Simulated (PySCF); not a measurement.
PySCF input for BaF, SMILES [F][Ba+], charge +1, PBE-D3(BJ)/def2-TZVPD. Geometry optimised at PBE-D3(BJ)/def2-TZVPD. The spin state was assumed, not searched. The def2 effective core potentials stand for the cores of Ba; spin–orbit coupling is left out.

```python
import numpy as np
from pyscf import gto, scf, dft, df
from pyscf.hessian import thermo

mol = gto.M(
    atom='''
    Ba    0.00000000    0.00000000   -0.29000547
    F     0.00000000    0.00000000    1.80447847
    ''',
    basis='def2-TZVPD',
    ecp={'Ba': 'def2-tzvp'},
    charge=1,
    spin=0,
    max_memory=1600,
    verbose=3,
)
mf = dft.RKS(mol, xc='pbe').density_fit(auxbasis='def2-universal-jkfit')
mf.disp = 'd3bj'
mf.grids.level = 3
mf.conv_tol = 1e-11
mf.max_cycle = 100
mf.kernel()

# [left out here: the lines that compute and print the analytic Hessian (its translational invariance restored by hand, since the grid's response is missing), thermochemistry and intensities]
```

Program output:

```
converged SCF energy = -125.185589681728

WARN: DFTD3 does not support analytical Hessian, using finite difference


WARN: Mole.unit (angstrom) is changed to Bohr

Mode                                 0
Irrep
Freq [cm^-1]                      552.9521
Reduced mass [au]                  21.2206
Force const [Dyne/A]                3.8228
Char temp [K]                     795.5750
Normal mode                   x     y     z
       0  Ba                 0.00  0.00 -0.03
       1   F                 0.00  0.00  0.22
temperature 298.1500 [K]
pressure 101325.00 [Pa]
Rotational constants [GHz] inf 6.90271 6.90271
Symmetry number 1
Zero-point energy (ZPE) 0.00126 [Eh]   3307.388 [J/mol]
                           tot       elec      trans        rot        vib
Entropy [J/mol/K]       238.876      0.000    171.752     64.873      2.251
Cv [J/mol/K]             25.528      0.000     12.472      8.314      4.741
Cp [J/mol/K]             33.842      0.000     20.786      8.314      4.741
Internal energy [J/mol]                      3718.434   2478.956   3800.422
Internal energy [Eh]   -125.18178  -125.18559
Enthalpy [J/mol]                             6197.391   2478.956   3800.422
Enthalpy [Eh]          -125.18084
Gibbs free energy [J/mol]                  -45010.482 -16862.837   3129.180
Gibbs free energy [Eh] -125.20796
mode   freq/cm-1   IR/(km/mol)
   1      552.95       129.127
max |gradient| / (hartree/bohr): 0.009701150169105938
APT charges: [ 1.7788 -0.7785]
```

The run converged.

Cost: about 10 core-seconds (a rough figure).
